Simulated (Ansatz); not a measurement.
Input and output for CH4AlNSn (`[AlH2][C]1=[N][SnH2]1`).

```yaml
crystal:
  periodic: [false, false, false]
  atoms:
    - {symbol: Al, position_ang: [-0.559512, 0.921215, -0.454191]}
    - {symbol: C, position_ang: [0.357847, 0.466861, 1.101269]}
    - {symbol: N, position_ang: [1.046452, -0.142346, 1.652809]}
    - {symbol: Sn, position_ang: [1.177255, -1.520122, -0.095052]}
    - {symbol: H, position_ang: [-1.969264, 0.580070, -0.389708]}
    - {symbol: H, position_ang: [0.015883, 2.103665, -1.075214]}
    - {symbol: H, position_ang: [0.293492, -0.323233, -1.081144]}
    - {symbol: H, position_ang: [-0.277420, -2.138734, 0.289988]}
basis:
  gaussian: {orbitals: def2-mTZVP, final_grid: {core_spheres: 20, valence_spheres: 16, degree: 47}}
total_charge: 1
magnetization: {spin_polarized: true, initial_magnetization: 1}
hamiltonian: {xc: {name: RPBE}, dispersion: d3bj}
scf: {lower_state_search: off}
```

```sh
$ ansatz run in.yaml --threads 2 --pin off --events-out ev --progress --plain --max-ram 4352MiB
```

Shortened log:

```
Functional definition: RPBE
1106 factors; their error is unknown
mean field evaluation 1: about -14978.3417 eV, gradient 7.3e1 eV
mean field evaluation 2: about -14627.5218 eV, gradient 1.8e2 eV
mean field evaluation 4: about -15004.6433 eV, gradient 2.9e1 eV
mean field evaluation 8: about -15010.9099 eV, gradient 1.8e0 eV
mean field evaluation 16: about -15010.9377 eV, gradient 4.2e-3 eV
mean field -15010.93771637 eV, -551.6417862977 hartree, gradient 2.9e-6 eV, S^2 0.753385; 0 other end points of the search recorded, 0 dependent functions left out
reference -15010.93776672 eV, -551.6417881479 hartree; 26, 25 occupied and 82, 83 virtual orbitals, 1106 factors
Total energy: -15012.51434685 eV, -551.6997263991 hartree
Checks for a lower state left out: stability, starts, cluster_reference, orbital_swaps, neighbouring_geometries, increment
```

Run time 3.4 s (2 threads of an Arm Neoverse V1 on a shared host); peak host memory 0.15 GiB.
